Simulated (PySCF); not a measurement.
PySCF 2.14 output of an unrestricted r2SCAN calculation on a single atom or ion in aug-cc-pVTZ (8s7p5d3f2g, 93 functions), with the non-relativistic Hamiltonian (point nucleus):

```
SCF conv_tol = 1e-09
number electrons alpha = 14  beta = 14
    J. W. Furness, A. D. Kaplan, J. Ning, J. P. Perdew, and J. Sun.,  J. Phys. Chem. Lett. 11, 8208-8215 (2020)
    J. W. Furness, A. D. Kaplan, J. Ning, J. P. Perdew, and J. Sun.,  J. Phys. Chem. Lett. 11, 9248-9248 (2020)
    J. W. Furness, A. D. Kaplan, J. Ning, J. P. Perdew, and J. Sun.,  J. Phys. Chem. Lett. 11, 8208-8215 (2020)
    J. W. Furness, A. D. Kaplan, J. Ning, J. P. Perdew, and J. Sun.,  J. Phys. Chem. Lett. 11, 9248-9248 (2020)
cycle= 1 E= -1507.78226802745  delta_E= 0.413  |g|= 1.43  |ddm|=    1
cycle= 2 E= -1505.73828895799  delta_E= 2.04  |g|= 3.98  |ddm|= 1.65
cycle= 3 E= -1507.94832168055  delta_E= -2.21  |g|= 1.09  |ddm|= 1.38
cycle= 4 E= -1508.20548856993  delta_E= -0.257  |g|= 0.248  |ddm|= 0.579
cycle= 5 E= -1508.21266970668  delta_E= -0.00718  |g|= 0.136  |ddm|= 0.0544
cycle= 6 E= -1508.21640173693  delta_E= -0.00373  |g|= 0.0186  |ddm|= 0.0505
cycle= 7 E= -1508.21646481954  delta_E= -6.31e-05  |g|= 0.00156  |ddm|= 0.00788
cycle= 8 E= -1508.21646535969  delta_E= -5.4e-07  |g|= 5.24e-06  |ddm|= 0.00073
cycle= 9 E= -1508.21646535968  delta_E= 2.73e-12  |g|= 6.85e-07  |ddm|= 2.21e-06
converged SCF energy = -1508.21646535968  <S^2> = -1.7763568e-14  2S+1 = 1
```

The run itself started from symmetry-adapted Hartree-Fock orbitals and held the occupation by maximum overlap, on a logarithmic radial grid, so the iterations belong to that start.

**Question.** Which element, charge and spin multiplicity is this?

**Answer.** Ni (nickel, neutral), multiplicity 1; the state was [Ar] 3d10, closed-shell 1S (an excited configuration).
